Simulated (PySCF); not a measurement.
# B⁺ (boron, charge +1) across methods

[He] 2s2, closed-shell 1S. Computed with PySCF 2.14 in dyall-acv3z (15s9p4d2f, 76 functions), with the non-relativistic Hamiltonian (point nucleus).

| method | E (hartree) | mean ε 1s (eV) | mean ε 2s (eV) | Σ⟨r²⟩ (bohr²) | ⟨S²⟩ |
| --- | --- | --- | --- | --- | --- |
| r2SCAN | -24.3160 | -196.73 | -19.731 | 7.840 | 0.000 |
| PBE | -24.2934 | -193.57 | -19.505 | 7.802 | 0.000 |
| LC-wPBE | -24.3073 | -199.57 | -23.810 | 7.776 | 0.000 |
| LDA | -24.0382 | -191.69 | -19.408 | 7.879 | 0.000 |
| wB97X-V | -24.3429 | -202.56 | -23.331 | 7.835 | 0.000 |
| UHF | -24.23755 | -222.75 | -23.778 | 7.938 | 0.000 |
| PBE0 | -24.3020 | -201.02 | -20.792 | 7.802 | 0.000 |
| PBEsol | -24.1630 | -192.48 | -19.372 | 7.841 | 0.000 |
| B97-3 | -24.3394 | -201.82 | -20.916 | 7.745 | 0.000 |
